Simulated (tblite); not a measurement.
Compound: C7H8NO (doublet state).
Numbering: `[CH:1]#[C:2][C@@H:3]1[CH2:4][CH2:5][N:6][C:7](=[O:8])[CH2:9]1` (hydrogens: H10 on C1; H11 on C3; H12, H13 on C4; H14, H15 on C5; H16, H17 on C9)

Computed geometry: GFN2-xTB, gas phase. This method treats the open shell by occupation alone, without spin polarisation.

Q: Give the optimised bond lengths and angles.

A: 
```tsv
bond	length (Å)	order
C1≡C2	1.196	triple
C2–C3	1.454	single
C3–C4	1.529	single
C4–C5	1.536	single
C5–N6	1.409	single
N6–C7	1.273	single
C7=O8	1.215	double
C7–C9	1.603	single
C3–C9	1.519	single
C1–H10	1.049	single
C3–H11	1.097	single
C4–H12	1.090	single
C4–H13	1.091	single
C5–H14	1.099	single
C5–H15	1.096	single
C9–H16	1.089	single
C9–H17	1.092	single
```

Orders are formal, as drawn. A selection of angles:
```tsv
angle	degrees
C1–C2–C3	178.9
C2–C3–C4	110.9
C2–C3–C9	108.4
C4–C3–C9	109.4
C3–C4–C5	106.9
C4–C5–N6	112.7
C5–N6–C7	130.9
N6–C7–O8	132.1
N6–C7–C9	115.0
O8–C7–C9	112.9
C3–C9–C7	113.9
```

Dihedral angles: C2–C3–C4–C5 178° (antiperiplanar); C3–C4–C5–N6 50° (synclinal); C4–C5–N6–C7 -21° (synperiplanar); C5–N6–C7–O8 -179° (antiperiplanar); N6–C7–C9–C3 -15° (synperiplanar); C2–C3–C9–C7 167° (antiperiplanar).

The C–C distances run from 1.196 Å (C1≡C2, drawn triple) to 1.603 Å (C7–C9, drawn single), a spread of 0.407 Å. C7 (carbon bonded to C, N and O) is planar (angles 132.1°, 115.0° and 112.9°, sum 360.0°, 0.01 Å off the plane of its three neighbours). The 6-membered ring C3–C4–C5–N6–C7–C9 has internal angles of 106.9° to 130.9°; it is puckered, 0.21 Å rms from its mean plane, widest ring torsion 62°. The 2 C–N bonds span 1.273 Å (N6–C7, drawn single in one of several resonance forms) to 1.409 Å (C5–N6, drawn single), a spread of 0.136 Å.

Point group: C1 (no symmetry element, even within 0.4 Å). Its GFN2-xTB frequencies are all real (lowest 80 cm⁻¹).

One conformer stands for the species.
